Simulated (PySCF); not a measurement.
Energy landscape of H₄B (anion, charge -1), singlet: flattening of a tetrahedron along the D2d path, bond length relaxed. Scanned: the two opposite H-B-H angles (109.47 = tetrahedral, 180 = square planar). Other coordinates (B-H bond length) were minimised at PBE0/def2-TZVP.

Computed with CCSD(T) on RHF/aug-cc-pVDZ, 1 core orbital frozen in PySCF 2.14.0.

Scanned values (°): 90, 95, 100, 105, 109.47, 115, 120, 130, 140, 150, 160, 170.

**Question.** Describe the profile: where are the wells and the tops?

**Answer.** Lower than their neighbours: 109.47° (0.0 mEh). Higher than their neighbours: 90° (18.1 mEh, end of the scan), 170° (146.3 mEh, end of the scan). The whole profile spans 146.3 mEh.

The scan ran from 90 to 180; beyond the range shown the relaxed coordinates jump or full CI changes its symmetry label.
